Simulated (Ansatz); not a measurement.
`C=Cc1ccccc1` and `[GeH3][c]1ccccc1` differ in one atom or group.

Ansatz, PBE0-D4/def2-TZVP geometries, multiplicity 1. Each molecule was computed in one conformer, which needn't be the lowest.

Scalar relativity is left out up to krypton.

| property | `C=Cc1ccccc1` |
| --- | --- |
| size of the dipole moment (ωB97M-V/def2-TZVPP) / D | 0.17 |
| LUMO energy (B3LYP/def2-TZVPP) / eV | -1.27 |
| HOMO energy (PBE/def2-TZVPP) / eV | -5.68 |
| LUMO energy (PBE0/def2-TZVPP) / eV | -1.10 |
| size of the dipole moment (PBE/def2-TZVPP) / D | 0.21 |
| HOMO energy (PBE0/def2-TZVPP) / eV | -6.59 |

Task: What does the change do to each property? (Best estimate.)

Result: Computed: 
| property | `[GeH3][c]1ccccc1` | shift |
| --- | --- | --- |
| size of the dipole moment (ωB97M-V/def2-TZVPP) / D | 0.76 | 0.59 |
| LUMO energy (B3LYP/def2-TZVPP) / eV | -0.74 | 0.53 |
| HOMO energy (PBE/def2-TZVPP) / eV | -6.39 | -0.71 |
| LUMO energy (PBE0/def2-TZVPP) / eV | -0.56 | 0.54 |
| size of the dipole moment (PBE/def2-TZVPP) / D | 0.82 | 0.61 |
| HOMO energy (PBE0/def2-TZVPP) / eV | -7.36 | -0.77 |

With PBE0 the HOMO falls by 0.77 eV and the LUMO rises by 0.54 eV, so the gap widens by about 1.31 eV. PBE moves the HOMO by -0.71 eV and ωB97M-V by -0.82 eV. Dipoles are sizes alone; their direction can turn.

B3LYP here is the variant with VWN-RPA as its local correlation; programs differ in this.
